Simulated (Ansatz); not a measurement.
## Which level was it?

The species is CH5AsSi (8 atoms), meant as a singlet with charge 0. SMILES: `C1[SiH2][AsH]1`. The shape is that of a PBE0-D4/def2-TZVP optimisation.

```xyz
8

C    -0.7703    0.0179   -0.5760
Si    0.7078    0.6631    0.3157
As   -0.5381   -1.1227    1.1072
H    -0.6672   -0.5240   -1.5093
H    -1.6907    0.5918   -0.5223
H     0.5813    1.9739    0.9905
H     2.0408    0.4223   -0.2771
H     0.4284   -2.0794    0.4156
```

A calculation with Ansatz 0.2.0 gave:

- total energy: -2565.9811 Eh
- HOMO energy: -7.07 eV
- LUMO energy: -0.05 eV
- HOMO–LUMO gap: 7.02 eV

Question: Which of these levels gave the numbers?
A. r2SCAN0/def2-SVP
B. HF/3-21G
C. BLYP/def2-SVP
D. PBE0/def2-SVP

Answer: A. The others give -2551.3379 Eh (HF/3-21G), -2566.0647 Eh (BLYP/def2-SVP), -2565.6150 Eh (PBE0/def2-SVP).
